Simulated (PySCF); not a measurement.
## TiO(OH), doublet: molecular constants

Level of theory: UPBE0/[Ti def2-TZVP, O def2-TZVP, H def2-TZVP], no relativity, density fitting, PySCF.

The structure is a minimum.

Coordinates in bohr (charge 0 multiplicity 2):
```
Ti    0.1674   -0.3171   -0.6349
O     2.6160    0.3889    1.0316
O    -2.9103    0.4775    0.7177
H    -3.3962    1.2580    2.2739
```

| Item | Value |
| --- | --- |
| Point group | Cs |
| Bond lengths | O–H 0.956 Å, Ti–O 1.611 Å, Ti–O 1.828 Å |
| Bond angles | H–O–Ti 132.5°, O–Ti–O 116.7° |
| Zero-point energy | 40.4 kJ/mol |
| Lowest empty level (α) | -2.24 eV |
| Highest occupied level (α) | -5.20 eV |
| Atomisation energy without zero-point energy | 1554 kJ/mol |
| Enthalpy at 298.15 K above 0 K | 13.31 kJ/mol |
| Principal quadrupole moments (Buckingham, traceless) about the centre of mass | -12.75, -0.30, 13.05 D Å |
| Rotational symmetry number | 1 |
| Rotational constants | 0.9785, 0.2327, 0.188 cm⁻¹ |
| Heat capacity Cp at 298.15 K | 57.4 J/(mol K) |
| Principal polarisabilities | 45.5, 52.3, 84.7 bohr³ |
| Entropy at 298.15 K and 1 bar (electronic part: spin only) | 285.1 J/(mol K) |
| Spin squared ⟨S²⟩ | 0.757 |
| Dipole moment | 3.90 D |

Harmonic modes (masses in u: Ti 47.948, O 15.995, H 1.008):
| symmetry | ω (cm⁻¹) | IR (km/mol) | μ (u) |
| --- | --- | --- | --- |
| a' | 163 | 19.3 | 4.82 |
| a'' | 433 | 189 | 1.18 |
| a' | 461 | 163 | 1.37 |
| a' | 713 | 188 | 7.14 |
| a' | 1045 | 330 | 19.35 |
| a' | 3947 | 180 | 1.07 |

Charges (e):
```json
{"atom": "Ti1", "Mulliken": "1.02", "Löwdin": "0.44", "polar tensor": "1.72", "spin (Mulliken)": "1.10", "Mayer order to Ti1": "–"}
{"atom": "O2", "Mulliken": "-0.59", "Löwdin": "-0.27", "polar tensor": "-1.01", "spin (Mulliken)": "-0.07", "Mayer order to Ti1": "2.19"}
{"atom": "O3", "Mulliken": "-0.77", "Löwdin": "-0.33", "polar tensor": "-1.05", "spin (Mulliken)": "-0.02", "Mayer order to Ti1": "0.97"}
{"atom": "H4", "Mulliken": "0.33", "Löwdin": "0.16", "polar tensor": "0.34", "spin (Mulliken)": "0.00", "Mayer order to Ti1": "0.02"}
```
Other Mayer orders above 0.3: O–H 0.89.

Mulliken populations on Ti1: s 6.33, p 12.19, d 2.42, f 0.04.

This need not be the most stable arrangement of these atoms. With open d or f shells other occupations or spin states may lie lower.

The final relaxation and frequency run took 77 s on 4 threads of a shared Arm Neoverse V2 host, with 113 basis functions and 22 gradients; the process peaked at 1.3 GiB.
